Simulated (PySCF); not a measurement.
Species: [ReO4]- (charge -1 and singlet state).
Bonds: Re1–O2, Re1–O3, Re1–O4, Re1–O5.

Method used: PBE0-D3(BJ)/def2-SVP geometry optimisation, gas phase, def2 core potentials past Kr (PySCF 2.14.0).

Task: Give the optimised bond lengths and angles.

Result: 
```csv
bond,length (Å)
Re1–O2 and 3 like bonds,1.729
```

Bonds in one row agree within 0.01 Å and their mean is given. A selection of angles:
```csv
angle,degrees
O2–Re1–O3,109.4
```

All 4 O–Re bonds measure 1.729 Å. Re1 (rhenium bonded to 4 O) is tetrahedral (angles from 109.4° to 109.5°).

Point group: Td (tolerance 0.08 Å). PBE0-D3(BJ)/def2-SVP frequencies: not computed here. The geometry's basis has no diffuse functions, a weakness for an anion.

---

Bromochlorofluoromethane, CHBrClF.
Atom-mapped SMILES: `[F:1][C@@H:2]([Cl:3])[Br:4]` (hydrogens: H5 on C2)

Computed, not measured: PBE0-D3(BJ)/def2-SVP geometry optimisation, gas phase in PySCF.

Problem. Give the optimised bond lengths and angles.

Solution. 
```
  bond  length (pm)   order
 F1–C2        133.1  single
C2–Cl3        176.0  single
C2–Br4        193.8  single
 C2–H5        109.7  single
```

Orders are formal, as drawn. A selection of angles:
```
     angle  degrees
 F1–C2–Cl3    110.1
 F1–C2–Br4    109.5
  F1–C2–H5    110.3
Cl3–C2–Br4    111.6
 Cl3–C2–H5    108.5
 Br4–C2–H5    106.8
```

Point group: C1 (no symmetry element, even within 0.4 Å). Stationary, but not proved a minimum.

Time: 15 s; peak memory 0.35 GiB. Hardware: one thread of an Arm Neoverse V2, no GPU, shared host. This is the geometry optimisation.

---

Compound: C3H9BrGe.
Bonds: C1–Ge2, Ge2–C3, Ge2–C4, Ge2–Br5. Hydrogens: H6, H7, H8 on C1; H9, H10, H11 on C3; H12, H13, H14 on C4.

The calculation used PySCF 2.14.0, PBE0-D3(BJ)/def2-TZVP geometry optimisation, gas phase.

What internal coordinates does the optimisation give?

| bond | length (bohr) |
| --- | --- |
| C1–Ge2, Ge2–C3, Ge2–C4 | 3.677 |
| Ge2–Br5 | 4.421 |
| C1–H6 and 8 like bonds | 2.062 |

Bonds in one row agree within 0.02 bohr and their mean is given. A selection of angles:
| angle | degrees |
| --- | --- |
| Ge2–C1–H6 | 109.9 |
| H6–C1–H7 | 108.9 |
| C1–Ge2–C3 | 112.6 |
| C1–Ge2–C4 | 112.5 |
| C1–Ge2–Br5 | 106.3 |

All 3 C–Ge bonds measure 1.946 Å. Ge2 (germanium bonded to Br and 3 C) is tetrahedral (angles from 106.1° to 112.6°).

No frequency check.
